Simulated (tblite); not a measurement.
Record of a relaxation.

Compound: C₆H₁₃BO₂Si.
SMILES with atom numbers: `[OH:1][B:2]1[O:3][C@@H:4]2[CH2:5][CH2:6][CH2:7][C@H:8]1[CH2:9][SiH2:10]2` (hydrogens: H11 on O1; H12 on C4; H13, H14 on C5; H15, H16 on C6; H17, H18 on C7; H19 on C8; H20, H21 on C9; H22, H23 on Si10)

Computed with GFN2-xTB (tblite), gas phase: L-BFGS steps from a force-field or distance-geometry start until the largest atomic force falls under 0.01 eV/Å. 8 of its 60 geometries are shown.

Step 0: E = -833.1887 eV, largest atomic force 3.951 eV/Å
```
atom  x, y, z in Å  |  force x, y, z in eV/Å
O1     -0.419    2.007   -2.369    0.502   0.737   3.078
B2     -0.171    1.290   -1.127    2.242   1.521  -1.669
O3      1.075    1.584   -0.403   -3.207   1.057  -2.052
C4      1.236    0.817    0.726    0.535  -0.758   1.072
C5      1.735   -0.538    0.286    0.654  -1.483   0.459
C6      0.601   -1.543    0.144    0.079  -0.875   0.656
C7     -0.269   -1.241   -1.044    0.257  -0.844  -1.013
C8     -1.061    0.026   -0.835   -1.561   0.038  -1.137
C9     -1.670    0.002    0.538   -1.259  -0.010   1.065
Si10   -0.373    0.684    1.705   -0.694   0.615   1.247
H11    -0.212    2.962   -2.180    0.050  -1.466  -0.733
H12     1.986    1.247    1.414    0.116   0.406  -0.607
H13     2.264   -0.491   -0.684   -0.018   0.237   0.515
H14     2.417   -0.944    1.060   -0.044   0.209  -0.402
H15    -0.001   -1.509    1.077    0.474  -0.398  -0.546
H16     0.983   -2.577    0.073    0.102   0.347  -0.101
H17     0.396   -1.065   -1.918   -0.445  -0.465   0.229
H18    -0.953   -2.108   -1.264    0.586   0.727   0.171
H19    -1.926   -0.024   -1.552    0.709   0.248   0.162
H20    -2.609    0.594    0.598    0.572  -0.223  -0.201
H21    -1.970   -1.031    0.800   -0.045   0.409  -0.173
H22    -0.214   -0.161    2.902    0.082   0.161  -0.014
H23    -0.849    2.047    2.064    0.313  -0.189  -0.007
```

Step 8: E = -834.2883 eV, largest atomic force 0.360 eV/Å
```
atom  x, y, z in Å  |  force x, y, z in eV/Å
O1     -0.528    2.103   -2.184    0.069   0.036   0.151
B2     -0.178    1.302   -1.146   -0.137   0.000   0.021
O3      0.866    1.618   -0.345   -0.052   0.124  -0.273
C4      1.194    0.783    0.773    0.067   0.088  -0.328
C5      1.742   -0.579    0.329   -0.080  -0.157  -0.109
C6      0.639   -1.618    0.132   -0.097  -0.034  -0.111
C7     -0.255   -1.288   -1.068   -0.079   0.062   0.034
C8     -1.081    0.001   -0.875    0.065   0.145   0.011
C9     -1.700    0.031    0.541    0.063   0.013   0.087
Si10   -0.427    0.720    1.790   -0.083   0.044   0.077
H11    -0.049    2.928   -2.283    0.108  -0.140   0.052
H12     2.007    1.345    1.231    0.097  -0.012   0.346
H13     2.294   -0.459   -0.610   -0.038   0.102   0.019
H14     2.461   -0.946    1.066   -0.108   0.075   0.132
H15     0.035   -1.647    1.042    0.075  -0.155  -0.065
H16     1.054   -2.624    0.008    0.148   0.168  -0.120
H17     0.369   -1.169   -1.960   -0.039  -0.072   0.042
H18    -0.938   -2.120   -1.258    0.023  -0.064   0.100
H19    -1.889    0.016   -1.611   -0.054  -0.233  -0.018
H20    -2.611    0.632    0.553    0.102   0.105  -0.131
H21    -2.019   -0.981    0.793   -0.066  -0.015   0.062
H22    -0.200   -0.136    2.968   -0.098   0.107  -0.024
H23    -0.789    2.115    2.120    0.114  -0.188   0.045
```

Step 17: E = -834.3830 eV, largest atomic force 0.178 eV/Å
```
atom  x, y, z in Å  |  force x, y, z in eV/Å
O1     -0.552    2.143   -2.152    0.091  -0.122  -0.093
B2     -0.204    1.302   -1.152   -0.096  -0.078   0.046
O3      0.855    1.626   -0.370   -0.035  -0.001  -0.036
C4      1.177    0.802    0.753    0.010   0.054  -0.083
C5      1.726   -0.557    0.324    0.002  -0.093   0.014
C6      0.662   -1.625    0.103   -0.078  -0.060  -0.118
C7     -0.265   -1.306   -1.063   -0.109   0.072  -0.039
C8     -1.088   -0.015   -0.880   -0.046   0.033   0.072
C9     -1.700    0.046    0.539    0.017   0.045   0.028
Si10   -0.429    0.722    1.788   -0.033   0.018   0.041
H11     0.049    2.879   -2.266   -0.007   0.099   0.027
H12     1.984    1.343    1.257    0.007   0.059   0.058
H13     2.303   -0.435   -0.598    0.029   0.051   0.037
H14     2.400   -0.905    1.105    0.126  -0.027   0.080
H15     0.077   -1.757    1.016    0.076  -0.012  -0.005
H16     1.151   -2.580   -0.101    0.078  -0.021  -0.016
H17     0.330   -1.211   -1.976   -0.035  -0.040  -0.011
H18    -0.956   -2.142   -1.205    0.025  -0.039   0.036
H19    -1.910   -0.061   -1.602    0.035   0.024  -0.004
H20    -2.571    0.702    0.510   -0.001   0.018  -0.006
H21    -2.069   -0.944    0.821   -0.029   0.057  -0.033
H22    -0.237   -0.102    2.985   -0.008  -0.060  -0.004
H23    -0.736    2.103    2.175   -0.018   0.022   0.007
```

Step 25: E = -834.4068 eV, largest atomic force 0.073 eV/Å
```
atom  x, y, z in Å  |  force x, y, z in eV/Å
O1     -0.507    2.109   -2.195   -0.016  -0.028   0.012
B2     -0.210    1.283   -1.165    0.010  -0.032   0.021
O3      0.838    1.617   -0.374    0.005   0.023   0.020
C4      1.166    0.805    0.756    0.003   0.022   0.005
C5      1.734   -0.550    0.335   -0.003  -0.015  -0.021
C6      0.690   -1.633    0.076   -0.056   0.000  -0.033
C7     -0.282   -1.314   -1.058   -0.041   0.029  -0.024
C8     -1.102   -0.020   -0.874    0.011   0.006   0.014
C9     -1.711    0.074    0.545    0.007  -0.002  -0.039
Si10   -0.435    0.728    1.800   -0.060  -0.035  -0.021
H11     0.064    2.878   -2.239    0.007  -0.011  -0.051
H12     1.959    1.365    1.264    0.036   0.004   0.012
H13     2.333   -0.408   -0.569    0.033   0.032  -0.019
H14     2.402   -0.897    1.126    0.012  -0.003   0.018
H15     0.130   -1.819    0.995    0.014   0.009   0.030
H16     1.213   -2.562   -0.173   -0.002   0.020  -0.002
H17     0.273   -1.236   -1.996    0.004   0.007  -0.001
H18    -0.969   -2.160   -1.164   -0.005   0.003   0.059
H19    -1.927   -0.070   -1.595    0.037   0.005   0.022
H20    -2.564    0.755    0.503    0.016  -0.005   0.006
H21    -2.113   -0.902    0.829   -0.004   0.033   0.006
H22    -0.257   -0.125    2.981    0.004  -0.026  -0.017
H23    -0.729    2.111    2.204   -0.012  -0.036   0.001
```

Step 34: E = -834.4141 eV, largest atomic force 0.054 eV/Å
```
atom  x, y, z in Å  |  force x, y, z in eV/Å
O1     -0.496    2.079   -2.205   -0.012   0.010  -0.035
B2     -0.200    1.280   -1.156    0.001  -0.009  -0.025
O3      0.836    1.629   -0.357    0.007   0.012  -0.016
C4      1.168    0.811    0.767   -0.016   0.021   0.006
C5      1.742   -0.538    0.333    0.009   0.005  -0.005
C6      0.703   -1.623    0.064   -0.026  -0.004  -0.006
C7     -0.296   -1.315   -1.049   -0.022   0.035  -0.002
C8     -1.102   -0.016   -0.870   -0.009   0.013   0.019
C9     -1.719    0.086    0.542   -0.005  -0.011  -0.022
Si10   -0.437    0.711    1.804   -0.046  -0.026  -0.013
H11     0.071    2.847   -2.285    0.024   0.003  -0.011
H12     1.963    1.369    1.277   -0.012   0.003   0.019
H13     2.352   -0.378   -0.560    0.006  -0.003  -0.040
H14     2.400   -0.893    1.129    0.034   0.001   0.006
H15     0.163   -1.823    0.992   -0.017  -0.018   0.016
H16     1.230   -2.543   -0.208    0.018  -0.010   0.033
H17     0.236   -1.253   -2.003   -0.021  -0.032   0.008
H18    -0.991   -2.159   -1.111    0.026   0.019  -0.013
H19    -1.919   -0.056   -1.600    0.019   0.002   0.027
H20    -2.557    0.784    0.494    0.021  -0.004   0.017
H21    -2.144   -0.880    0.827    0.004   0.006  -0.014
H22    -0.262   -0.171    2.962    0.013  -0.024   0.014
H23    -0.745    2.083    2.223    0.003   0.012   0.036
```

Step 42: E = -834.4177 eV, largest atomic force 0.047 eV/Å
```
atom  x, y, z in Å  |  force x, y, z in eV/Å
O1     -0.484    2.068   -2.224    0.022  -0.011  -0.010
B2     -0.193    1.284   -1.161   -0.006  -0.011   0.003
O3      0.838    1.638   -0.356   -0.009   0.003   0.007
C4      1.161    0.817    0.769    0.003   0.009   0.010
C5      1.744   -0.527    0.329   -0.005  -0.004  -0.006
C6      0.706   -1.617    0.067   -0.002  -0.015  -0.007
C7     -0.300   -1.313   -1.043   -0.009   0.003   0.019
C8     -1.098   -0.007   -0.867   -0.014  -0.011  -0.008
C9     -1.723    0.089    0.542    0.000  -0.002  -0.020
Si10   -0.441    0.694    1.810   -0.019  -0.007  -0.005
H11     0.090    2.829   -2.326    0.015   0.002   0.011
H12     1.946    1.374    1.294    0.020   0.017  -0.012
H13     2.346   -0.367   -0.570   -0.027   0.019  -0.024
H14     2.416   -0.880    1.116   -0.010   0.004   0.011
H15     0.170   -1.823    0.997   -0.002   0.028  -0.005
H16     1.239   -2.534   -0.199   -0.002  -0.018  -0.020
H17     0.216   -1.272   -2.006    0.003   0.006   0.047
H18    -1.003   -2.152   -1.087    0.013   0.003  -0.006
H19    -1.914   -0.045   -1.596   -0.008  -0.008  -0.017
H20    -2.552    0.798    0.500    0.008  -0.005  -0.011
H21    -2.160   -0.876    0.810    0.011   0.011   0.013
H22    -0.256   -0.209    2.951    0.012  -0.007   0.004
H23    -0.752    2.056    2.262    0.006  -0.007   0.025
```

Step 51: E = -834.4206 eV, largest atomic force 0.021 eV/Å
```
atom  x, y, z in Å  |  force x, y, z in eV/Å
O1     -0.455    2.051   -2.250    0.004  -0.006   0.010
B2     -0.190    1.282   -1.169   -0.006  -0.004   0.013
O3      0.825    1.647   -0.350    0.002   0.011   0.000
C4      1.153    0.826    0.773    0.001   0.007  -0.002
C5      1.739   -0.515    0.322   -0.010  -0.003  -0.005
C6      0.705   -1.611    0.073   -0.003  -0.010  -0.006
C7     -0.306   -1.313   -1.034    0.003  -0.005   0.000
C8     -1.101   -0.006   -0.869   -0.001  -0.014  -0.001
C9     -1.727    0.096    0.538    0.006   0.000  -0.010
Si10   -0.445    0.680    1.818   -0.005   0.003  -0.007
H11     0.123    2.810   -2.345    0.006  -0.010   0.006
H12     1.939    1.385    1.294    0.002   0.001   0.002
H13     2.320   -0.345   -0.590    0.005  -0.002   0.007
H14     2.425   -0.863    1.099    0.004   0.003  -0.015
H15     0.175   -1.814    1.007   -0.003   0.009  -0.009
H16     1.236   -2.529   -0.198    0.013  -0.002   0.012
H17     0.213   -1.280   -1.996   -0.009   0.003   0.006
H18    -1.009   -2.152   -1.070    0.010   0.006  -0.011
H19    -1.913   -0.047   -1.603   -0.011   0.001   0.010
H20    -2.551    0.811    0.495    0.009  -0.007   0.004
H21    -2.169   -0.867    0.805   -0.006   0.020   0.005
H22    -0.242   -0.245    2.939   -0.004  -0.007  -0.006
H23    -0.753    2.025    2.319   -0.007   0.006   0.000
```

Step 59: E = -834.4210 eV, largest atomic force 0.009 eV/Å
```
atom  x, y, z in Å  |  force x, y, z in eV/Å
O1     -0.449    2.045   -2.252    0.002   0.001   0.001
B2     -0.191    1.280   -1.167   -0.004  -0.004   0.001
O3      0.822    1.651   -0.347    0.000  -0.002  -0.003
C4      1.153    0.828    0.774    0.002  -0.001  -0.001
C5      1.738   -0.511    0.319   -0.001  -0.004   0.000
C6      0.705   -1.610    0.073   -0.003  -0.002  -0.001
C7     -0.306   -1.315   -1.034    0.004  -0.001   0.000
C8     -1.101   -0.007   -0.868   -0.001  -0.008   0.002
C9     -1.727    0.098    0.539   -0.003  -0.001  -0.003
Si10   -0.445    0.680    1.819   -0.001  -0.004  -0.002
H11     0.133    2.800   -2.345    0.001   0.001  -0.004
H12     1.939    1.387    1.294   -0.001   0.002   0.002
H13     2.316   -0.341   -0.594   -0.003   0.004   0.000
H14     2.428   -0.860    1.091    0.003   0.000  -0.001
H15     0.175   -1.810    1.006    0.000   0.001  -0.002
H16     1.240   -2.527   -0.192   -0.005   0.003  -0.001
H17     0.212   -1.280   -1.996   -0.001   0.003   0.001
H18    -1.008   -2.154   -1.073    0.008   0.004   0.001
H19    -1.915   -0.048   -1.600    0.001   0.000   0.002
H20    -2.548    0.815    0.493    0.004   0.005   0.002
H21    -2.174   -0.861    0.809   -0.001   0.003   0.002
H22    -0.242   -0.255    2.932   -0.002  -0.003   0.008
H23    -0.757    2.022    2.328    0.000   0.001  -0.003
```

**Question.** Summarise the path.

**Answer.** The energy falls by 1.2323 eV from step 0 to step 59; nine tenths of that is first reached at step 9. It falls at every step. The largest force goes from 3.951 to 0.009 eV/Å. Among the bonds B2–O3 changes most, from 1.470 to 1.355 Å; the atoms move by 0.212 Å rms after alignment.

**Question.** Follow the three bonds and two angles with the largest change from start to end.

**Answer.** 
```csv
step,E above end (eV),largest force (eV/Å),B2–O3 (Å),O1–B2 (Å),O3–C4 (Å),B2–O1–H11 (°),O3–C4–H12 (°)
0,1.2323,3.951,1.470,1.455,1.374,105.9,112.0
3,0.4491,0.909,1.348,1.344,1.446,114.6,110.6
5,0.2566,0.927,1.353,1.351,1.427,119.9,105.2
8,0.1328,0.360,1.353,1.356,1.433,117.2,101.5
10,0.0974,0.418,1.353,1.351,1.438,115.9,102.7
13,0.0594,0.231,1.356,1.353,1.431,115.1,105.0
15,0.0478,0.201,1.357,1.354,1.430,114.5,104.6
18,0.0331,0.155,1.354,1.352,1.430,113.7,103.9
21,0.0203,0.131,1.354,1.353,1.427,113.8,104.1
23,0.0162,0.072,1.355,1.354,1.428,113.5,104.1
26,0.0132,0.073,1.355,1.353,1.430,113.0,104.1
28,0.0116,0.064,1.355,1.353,1.430,113.1,104.1
31,0.0090,0.070,1.355,1.353,1.429,113.8,104.1
33,0.0075,0.065,1.354,1.352,1.429,114.2,104.1
36,0.0059,0.042,1.355,1.352,1.430,114.2,104.2
38,0.0051,0.048,1.355,1.353,1.430,114.3,104.3
41,0.0037,0.047,1.355,1.353,1.430,114.5,104.3
44,0.0026,0.049,1.355,1.353,1.430,114.6,104.2
46,0.0017,0.038,1.355,1.353,1.429,114.7,104.1
49,0.0008,0.040,1.355,1.353,1.429,114.5,104.1
51,0.0005,0.021,1.354,1.353,1.429,114.3,104.2
54,0.0002,0.021,1.355,1.353,1.429,114.2,104.2
56,0.0001,0.017,1.355,1.353,1.429,114.1,104.2
59,0.0000,0.009,1.355,1.353,1.429,114.0,104.2
```

What follows is the cost of the whole relaxation. The run took 1.9 s wall on one thread of an Intel Xeon at 2.50 GHz, shared host with 64 logical CPUs at a one-minute load of 63.
